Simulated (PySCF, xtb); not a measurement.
Ta(OH)4 (H4O4Ta), SMILES [OH][Ta]([OH])([OH])[OH] (connectivity only; charge and spin as stated), neutral, multiplicity 2. One conformer was computed; it need not be the lowest.

Harmonic wavenumbers (cm⁻¹) from xtb with GFN2-xTB at its own minimum, in rising order: 68, 151, 152, 173, 225, 278, 374, 375, 412, 431, 443, 443, 468, 487, 515, 518, 519, 3642, 3642, 3648, 3656.

What does PBE-D3(BJ)/def2-SVP (PySCF) give at its own minimum? (The exact figures need the calculation; the answer reports its results.)

83, 116, 126, 157, 174, 190, 237, 255, 340, 474, 484, 486, 528, 662, 672, 687, 698, 3803, 3807, 3814, 3817. Paired by order, the mean absolute difference is 99 cm⁻¹ and the zero-point energies are 29.5 and 30.9 kcal/mol.
